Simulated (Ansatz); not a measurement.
Level of theory: frozen-core CCSD(T)/cc-pVTZ // M06-2X/def2-TZVP (Ansatz, a first-principles code).

Ansatz 0.2 input:
```yaml
crystal:
  periodic: [false, false, false]
  atoms:
    - { symbol: O, position_ang: [-1.194806, -0.613366, -0.790771] }
    - { symbol: Si, position_ang: [-0.010784, 0.05557, 0.070936] }
    - { symbol: O, position_ang: [1.356592, -0.390069, -0.652615] }
    - { symbol: Cl, position_ang: [-0.060792, -0.573452, 2.011811] }
    - { symbol: Cl, position_ang: [-0.191014, 2.087679, 0.125208] }
    - { symbol: H, position_ang: [-2.108018, -0.475592, -0.531632] }
    - { symbol: H, position_ang: [2.198936, -0.098838, -0.297986] }
basis:
  gaussian: { orbitals: cc-pVTZ }
correlation:
  method: ccsd_t
```

Output:

```
Functional definition: HF
1136 factors; integrals over basis functions are off by at most 7.9e-4 eV
mean field evaluation 1: about -36980.5769 eV, gradient 4.7e1 eV
mean field evaluation 2: about -36980.8645 eV, gradient 4.8e1 eV
mean field evaluation 4: about -36984.7436 eV, gradient 2.7e0 eV
mean field evaluation 8: about -36984.7852 eV, gradient 2.4e-1 eV
mean field evaluation 16: about -36980.5768 eV, gradient 4.7e1 eV
mean field -36984.78543467 eV, -1359.1657955363 hartree, gradient 3.5e-6 eV, S^2 0.000000; 0 other end points of the search recorded, 0 dependent functions left out
17 core orbitals not correlated
reference -36984.78543467 eV, -1359.1657955363 hartree; 16, 16 occupied and 157, 157 virtual orbitals, 1136 factors
second order -26.30889637 eV of doubles, -0.00000000 eV of singles
cycle   1  -26.63518921 eV  change   -3.3e-1 eV  update   9.4e-2
cycle   2  -27.14191298 eV  change   -5.1e-1 eV  update   2.5e-2
cycle   3  -27.24992108 eV  change   -1.1e-1 eV  update   1.2e-2
cycle   4  -27.23654743 eV  change    1.3e-2 eV  update   2.4e-3
cycle   5  -27.23599951 eV  change    5.5e-4 eV  update   9.8e-4
cycle   6  -27.23633388 eV  change   -3.3e-4 eV  update   2.5e-4
cycle   7  -27.23612847 eV  change    2.1e-4 eV  update   8.2e-5
cycle   8  -27.23611885 eV  change    9.6e-6 eV  update   2.0e-5
perturbative correction -1.05361929 eV, -0.0387197948 hartree
Total energy: -37013.07517282 eV, -1360.2054242375 hartree
```

Cost: roughly 80 core-seconds.
